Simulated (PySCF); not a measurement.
Isomers of C5H12OSi2, from PySCF 2.14.0, PBE0-D3(BJ)/def2-SVP geometry optimisation, gas phase. One conformer each, no zero-point energy, no frequencies.

Task: Which isomer lies lowest at this level?
A. `[CH3:1][CH:2]([CH3:3])[O:4][SiH2:5][C:6]#[C:7][SiH3:8]` with C1–C2–O4–Si5 -100°, C2–O4–Si5–C6 63°: A = 2535, B = 558.6, C = 474.1 MHz, dipole 1.18 D
B. `[CH:1]#[C:2][SiH2:3][O:4][SiH2:5][CH:6]([CH3:7])[CH3:8]` with C2–Si3–O4–Si5 4°, Si3–O4–Si5–C6 28°, O4–Si5–C6–C7 180°: A = 1907, B = 912.2, C = 717.5 MHz, dipole 1.72 D
C. `[CH3:1][CH2:2][CH2:3][O:4][SiH2:5][C:6]#[C:7][SiH3:8]` with C1–C2–C3–O4 180°, C2–C3–O4–Si5 180°, C3–O4–Si5–C6 -58°: A = 1939, B = 502.1, C = 410.6 MHz, dipole 1.13 D
D. `[CH2:1]=[CH:2][C:3](=[CH2:4])[O:5][SiH2:6][CH2:7][SiH3:8]` with C1–C2–C3–C4 -179°, C2–C3–O5–Si6 -152°, C3–O5–Si6–C7 67°, O5–Si6–C7–Si8 -57°: A = 1833, B = 912.5, C = 787.7 MHz, dipole 0.88 D

Result: B. That is `C#C[SiH2]O[SiH2]C(C)C`, 13.6 kcal/mol below the next.

| SMILES | mapped SMILES | E (Eh) | relative (kcal/mol) | relative (kJ/mol) | dipole (D) |
| --- | --- | --- | --- | --- | --- |
| C#C[SiH2]O[SiH2]C(C)C | [CH:1]#[C:2][SiH2:3][O:4][SiH2:5][CH:6]([CH3:7])[CH3:8] | -851.04794 | 0.0 | 0.0 | 1.72 |
| C=CC(=C)O[SiH2]C[SiH3] | [CH2:1]=[CH:2][C:3](=[CH2:4])[O:5][SiH2:6][CH2:7][SiH3:8] | -851.02631 | 13.6 | 56.8 | 0.88 |
| CC(C)O[SiH2]C#C[SiH3] | [CH3:1][CH:2]([CH3:3])[O:4][SiH2:5][C:6]#[C:7][SiH3:8] | -851.00736 | 25.5 | 106.5 | 1.18 |
| CCCO[SiH2]C#C[SiH3] | [CH3:1][CH2:2][CH2:3][O:4][SiH2:5][C:6]#[C:7][SiH3:8] | -851.00183 | 28.9 | 121.1 | 1.13 |
